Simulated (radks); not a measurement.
Results of a calculation; reference values are marked as such.
Problem. Ionisation of neutral mercury, [Hg], to Hg+, [Xe] 4f14 5d10 6s1, under several functionals. Dirac Kohn-Sham, spin-unpolarised, spherical densities, point nucleus; a radial shooting solver on a logarithmic mesh with Libxc functionals. The NIST Atomic Spectra Database gives 10.438 eV (measured). Rank these functionals by the error of their Delta-SCF ionisation energy: LDA (Slater exchange, VWN5 correlation); PW91; exchange-only B88; BP86; exchange-only LDA; LDA (Slater exchange, Perdew-Wang correlation).

Solution. From best to worst: PW91 10.784 eV (+0.346); BP86 10.885 eV (+0.447); exchange-only B88 9.921 eV (-0.516); exchange-only LDA 9.907 eV (-0.530); LDA (Slater exchange, Perdew-Wang correlation) 11.053 eV (+0.615); LDA (Slater exchange, VWN5 correlation) 11.053 eV (+0.616). Spin polarisation and multiplet splitting are left out, so open shells lie too high by an amount that depends on their filling.

Beside tabulated values, note that spin-unpolarised runs miss the spin-polarisation part of the exchange energy of open shells.
